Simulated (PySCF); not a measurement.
Al(Cl)2(NH3) (AlCl2H3N), SMILES [Cl][Al+]([Cl])<-[NH3] (connectivity only; charge and spin as stated), charge +1, multiplicity 1.

Geometry optimised at ωB97X-D3(BJ)/def2-SVP. The multiplicity is an assumed one; other spin states were not compared. The isomer is the one that the SMILES or the coordinates give; other isomers of the formula were not compared.

These are B3LYP/def2-TZVPD in PySCF values and carry that method's errors.

Gas-phase values at a fixed geometry.

| Property | Value |
|---|---|
| total energy | -1219.41837 hartree |
| highest occupied level | -13.94 eV |
| lowest empty level | -6.62 eV |
| orbital gap | 7.33 eV |
| dipole moment about the centre of nuclear charge | 7.05 D |
| mean static polarisability | 54.2 bohr³ (8.04 Å³) |
| polarisability, principal values | 43.7, 53.5, 65.5 bohr³ |
